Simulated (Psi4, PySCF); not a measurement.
C2H9FO2Si2 (SMILES C[Si](O)(O)C[SiH2]F), singlet, geometry from GFN2-xTB, atoms displaced at random by about 0.03 Å a coordinate. Base run: TPSS/STO-3G, gradient (PySCF).

The PySCF input:
```python
from pyscf import gto, scf, dft

mol = gto.Mole()
mol.atom = '''
    Si    1.496968    0.450776    1.361818
    F     2.053789   -0.883527    0.686711
    C     0.313323    1.238688    0.204871
    Si   -0.815506    0.008298   -0.615622
    C    -1.881961   -0.878024    0.702597
    O    -1.779498    0.861031   -1.658418
    O    -0.009734   -1.019825   -1.575534
    H     0.974138   -0.012991    2.626336
    H     2.768241    1.227487    1.553933
    H     0.836847    1.818914   -0.556475
    H    -0.337426    2.007301    0.752769
    H    -1.333884   -1.378247    1.371189
    H    -2.571559   -1.669322    0.239703
    H    -2.613748   -0.177267    1.251063
    H    -2.079450    0.486390   -2.479920
    H     0.685851   -1.552786   -1.168524
'''
mol.basis = 'sto-3g'
mol.charge = 0
mol.spin = 0
mol.verbose = 4
mol.build()

mf = dft.RKS(mol)
mf.xc = 'tpss'
mf.kernel()
g = mf.nuc_grad_method()
grad = g.kernel()
```

Programs used: Psi4, PySCF; a row that names a program was run with it.

The coordinate followed is z of atom 5.

Each row names what was changed in the base input (with any setting that the change needs).

```csv
change,dE/dx (Eh/bohr),net force (Eh/bohr)
base,0.067641,0.000359
conv_tol = 1e-11,0.067641,0.000359
code = psi4,0.067638,0.000456
density fitting = on; auxbasis_response = off,0.068005,0.003180
grids.level = 0; grid_response = off,0.072381,0.028547
grids.level = 0; grid_response = on,0.067182,0.000000
finite difference step (bohr) = 0.05; conv_tol = 1e-11,0.067673,-
grids.level = 5; grid_response = off,0.067644,0.000054
finite difference step (bohr) = 1e-5; conv_tol = 1e-11,0.067607,-
finite difference step (bohr) = 1e-4; conv_tol = 1e-11,0.067607,-
finite difference step (bohr) = 1e-3; conv_tol = 1e-11,0.067607,-
grids.level = 1; grid_response = on,0.067438,0.000000
```

The net force is zero for an exact gradient.
